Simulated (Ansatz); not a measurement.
Cost and result for the atomization energy of `[SiH3][O][In][SH]` radical (8 atoms, 7 bonds).

Charge 0, multiplicity 2. Correlated methods include outer-core shells of In, which these sets cover unevenly. In takes the def2 core potential. All single points use the PBE0-D4/def2-TZVP geometry. It is one conformer, not always the lowest. Program: Ansatz. Hardware: A = 2 threads of an AMD EPYC 7R13 on a shared host; B = 2 threads of an AMD EPYC 7R13 on a shared host and a share of an NVIDIA H100 80 GB. Times are those of one run each, without the atoms' runs, and a repeat can differ threefold. Electronic energies, without spin–orbit coupling; frozen cores. CCSD(T)/CBS adds CCSD(T) − MP2 in def2-TZVPP to the MP2 limit, and its time is that of the two runs behind it. T1 = 0.019; ⟨S²⟩ of the reference is 0.76. With those shells the extrapolation isn't a true limit. B3LYP takes the VWN-RPA correlation (the form of Gaussian; ORCA's B3LYP/G).

CCSD(T)/CBS is a level of theory with its own doubt, some kJ/mol a heavy atom from the limit and from the frozen cores, so smaller differences don't rank the functionals.

```tsv
level	functions	atomization (kJ/mol)	difference from CCSD(T)/CBS	per bond
r2SCAN-D4/def2-TZVPP (with forces) [A]	221	2351.8	0.0	0.0
B2PLYP/def2-TZVPP [A]	221	2296.0	-55.8	-8.0
PBE0-D4/def2-TZVPP [A]	221	2299.2	-52.6	-7.5
B3LYP-D4/def2-TZVPP (with forces) [A]	221	2320.2	-31.6	-4.5
CCSD(T)/def2-TZVPP [B]	221	2273.4	-78.4	-11.2
ωB97X-V/def2-TZVPP [A]	221	2354.9	3.1	0.4
MP2/def2-QZVPP [B]	399	2344.7	-7.1	-1.0
PBE-D4/def2-TZVPP (with forces) [A]	221	2339.4	-12.4	-1.8
ωB97M-V/def2-TZVPP (with forces) [A]	221	2342.7	-9.1	-1.3
CCSD(T)/CBS(def2)	–	2351.8	0.0	0.0
```

Problem. Order the runs by time, with rough figures. (Estimate.)

Solution. Computed: MP2/def2-QZVPP [B] 4.9 s; PBE-D4/def2-TZVPP (with forces) [A] 6 s; CCSD(T)/def2-TZVPP [B] 8.5 s; PBE0-D4/def2-TZVPP [A] 9 s; r2SCAN-D4/def2-TZVPP (with forces) [A] 11 s; B3LYP-D4/def2-TZVPP (with forces) [A] 11 s; B2PLYP/def2-TZVPP [A] 11 s; CCSD(T)/CBS(def2) 13 s; ωB97X-V/def2-TZVPP [A] 20 s; ωB97M-V/def2-TZVPP (with forces) [A] 23 s.

The D4 term adds +30.9 kJ/mol with B3LYP and +16.2 kJ/mol with PBE0; it sums over pairs of atoms, weighted by their polarisabilities, and B3LYP, whose exchange is more repulsive, gets the larger term. From PBE to PBE0 (25 % exact exchange), in def2-TZVPP and without D4, the atomization energy moves by −37.5 kJ/mol: exact exchange takes away binding that semilocal exchange gives to molecules. In def2-TZVPP, CCSD(T) changes the Hartree–Fock value by +603.9 kJ/mol (the triples alone add +39.5 kJ/mol) and MP2 by +627.6 kJ/mol; breaking electron pairs costs correlation energy, which Hartree–Fock lacks.

Spin–orbit coupling would lower the free In atoms strongly, and the atomization energy with them, by more than many differences here.
